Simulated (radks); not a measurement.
All-electron atom: La36+ in [Ar] 3d3 (the NIST ground configuration).

Calculated with a radial shooting solver on a logarithmic mesh with Libxc functionals: non-relativistic Kohn-Sham, LB94 model potential, spin-polarised, spherical densities, point nucleus; open shells are filled with parallel spins first (spin-orbit coupling, left out, can overturn this in heavy ions); relativity is left out, which matters for an element this heavy.

Energy parts (eV):
part                  energy
kinetic            197632.84
electron-nucleus  -426023.75
Hartree             34595.43
(The LB94 potential has no energy functional, so no total or exchange-correlation energy is given.)

Orbitals (lengths in bohr, moments of r in powers of bohr; r(max) is where P^2 peaks; r(90%) holds 90 % of the orbital's charge):
1s up: occ. 1; eigenvalue (eV) -38906.04; <1/r> 56.50; <r^4> 2.263e-06; r(90%) 0.0473; r(max) 0.01765
1s down: occ. 1; eigenvalue (eV) -38906.43; <1/r> 56.50; <r^4> 2.264e-06; r(90%) 0.0473; r(max) 0.01765
2s up: occ. 1; eigenvalue (eV) -7545.509; <1/r> 13.13; <r^4> 0.0003768; r(90%) 0.173; r(max) 0.09684
2s down: occ. 1; eigenvalue (eV) -7544.866; <1/r> 13.14; <r^4> 0.0003749; r(90%) 0.173; r(max) 0.09682
2p up: occ. 3; eigenvalue (eV) -7247.563; <1/r> 13.14; <r^4> 0.0002418; r(90%) 0.155; r(max) 0.07554
2p down: occ. 3; eigenvalue (eV) -7248.050; <1/r> 13.15; <r^4> 0.0002406; r(90%) 0.155; r(max) 0.07554
3s up: occ. 1; eigenvalue (eV) -2771.377; <1/r> 5.201; <r^4> 0.01164; r(90%) 0.407; r(max) 0.2631
3s down: occ. 1; eigenvalue (eV) -2757.859; <1/r> 5.184; <r^4> 0.01174; r(90%) 0.407; r(max) 0.2634
3p up: occ. 3; eigenvalue (eV) -2652.504; <1/r> 5.161; <r^4> 0.01034; r(90%) 0.396; r(max) 0.2484
3p down: occ. 3; eigenvalue (eV) -2638.301; <1/r> 5.148; <r^4> 0.01044; r(90%) 0.397; r(max) 0.2487
3d up: occ. 3; eigenvalue (eV) -2453.798; <1/r> 5.070; <r^4> 0.006766; r(90%) 0.359; r(max) 0.1952
3d down: occ. 0; eigenvalue (eV) -2440.358; <1/r> 5.074; <r^4> 0.006804; r(90%) 0.359; r(max) 0.1947

The highest occupied level is 3d up at -2453.8 eV. Spin moment in Bohr magnetons: 3. The density falls to 0.001 e/bohr^3 at r = 0.81 bohr.
